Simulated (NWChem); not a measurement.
System: Si₂NH₅O₂; SMILES N[SiH]1O[SiH2]O1

```xyz
10

N      0.0368    -2.1363     0.6038
Si     0.1094    -0.7710    -0.3941
O      1.1882     0.4581     0.0851
Si    -0.0822     1.5687     0.1958
O     -1.1677     0.3464    -0.2366
H     -0.1025    -2.1109     1.6060
H      0.1333    -3.0741     0.2375
H      0.3217    -1.2536    -1.7785
H      0.0006     2.6767    -0.7927
H     -0.2946     2.1045     1.5680
```
Atoms are numbered in this order, from 1.

Computed with NWChem. Pople sets run with spherical d functions. All runs use the structure optimised with PBE0/def2-SVP. Atomic charges in e: unrestrained fits to the electrostatic potential beside Mulliken populations; buried atoms are poorly determined by the fit.

For level B3LYP/def2-SVP:

```
Quantity      Result
------------  ------
ESP N1         -0.90
Mulliken N1    -0.34
ESP Si2         1.12
Mulliken Si2    0.79
ESP O3         -0.69
Mulliken O3    -0.55
ESP Si4         1.01
Mulliken Si4    0.74
ESP O5         -0.69
Mulliken O5    -0.55
```

Q: What are these values for level Hartree-Fock/6-31G*?

A: 
- ESP N1: -1.10
- Mulliken N1: -1.08
- ESP Si2: 1.34
- Mulliken Si2: 1.39
- ESP O3: -0.80
- Mulliken O3: -0.89
- ESP Si4: 1.16
- Mulliken Si4: 1.19
- ESP O5: -0.80
- Mulliken O5: -0.89
